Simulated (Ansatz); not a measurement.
Input file for FGaH4O2Si, SMILES `[OH][Ga]([F])[O][SiH3]`:

```yaml
crystal:
  periodic: [false, false, false]
  atoms:
    - {symbol: O, position_ang: [-2.341531, 1.494996, 0.865505]}
    - {symbol: Ga, position_ang: [-0.692072, 1.008883, 0.490694]}
    - {symbol: F, position_ang: [0.625127, 2.110476, 0.816806]}
    - {symbol: O, position_ang: [-0.330131, -0.555900, -0.203785]}
    - {symbol: Si, position_ang: [0.985467, -1.406460, -0.688801]}
    - {symbol: H, position_ang: [-2.391487, 2.377690, 1.241328]}
    - {symbol: H, position_ang: [1.721072, -0.677734, -1.756470]}
    - {symbol: H, position_ang: [0.513484, -2.710035, -1.217402]}
    - {symbol: H, position_ang: [1.910091, -1.641927, 0.452135]}
basis:
  gaussian: {orbitals: def2-SVP}
correlation: {method: ccsd_t}
```

```sh
$ ansatz run in.yaml --threads 4 --pin off --events-out ev --progress --plain --max-ram 10444MiB
```

The program prints (abridged):

```
Functional definition: HF
1072 factors; integrals over basis functions are off by at most 1.1e-3 eV
mean field evaluation 1: about -67024.1379 eV, gradient 5.2e1 eV
mean field evaluation 2: about -67024.1758 eV, gradient 5.2e1 eV
mean field evaluation 4: about -67029.1940 eV, gradient 3.2e0 eV
mean field evaluation 8: about -67029.2303 eV, gradient 2.6e-4 eV
mean field -67029.23031127 eV, -2463.2787798951 hartree, gradient 7.1e-6 eV, S^2 0.000000; 0 other end points of the search recorded, 0 dependent functions left out
17 core orbitals not correlated: weight in the atoms' cores, before any rotation towards them, 1.000 or more for the frozen orbitals, at most 0.000 for the correlated occupied ones
reference -67029.23031127 eV, -2463.2787798951 hartree; 20, 20 occupied and 75, 75 virtual orbitals, 1072 factors
second order -23.60130177 eV of doubles, -0.00000000 eV of singles
cycle   1  -23.19731969 eV  change    4.0e-1 eV  update   1.3e-1
cycle   2  -23.87822706 eV  change   -6.8e-1 eV  update   3.8e-2
cycle   3  -24.04225011 eV  change   -1.6e-1 eV  update   2.0e-2
cycle   4  -24.02784153 eV  change    1.4e-2 eV  update   4.4e-3
cycle   5  -24.02421178 eV  change    3.6e-3 eV  update   1.9e-3
cycle   6  -24.02490258 eV  change   -6.9e-4 eV  update   5.5e-4
cycle   7  -24.02467966 eV  change    2.2e-4 eV  update   1.8e-4
cycle   8  -24.02458013 eV  change    1.0e-4 eV  update   6.0e-5
cycle   9  -24.02458407 eV  change   -3.9e-6 eV  update   2.0e-5
perturbative correction -0.55377692 eV, -0.0203509264 hartree
Total energy: -67053.80867227 eV, -2464.1820180018 hartree
```

Hardware: 4 threads of an Intel Xeon Platinum 8488C on a shared host. Wall time 6 s, peak host memory 0.56 GiB.

The correlation energy is -24.578 eV, 2.3 % of it from (T); the T1 diagnostic reads 0.0142.
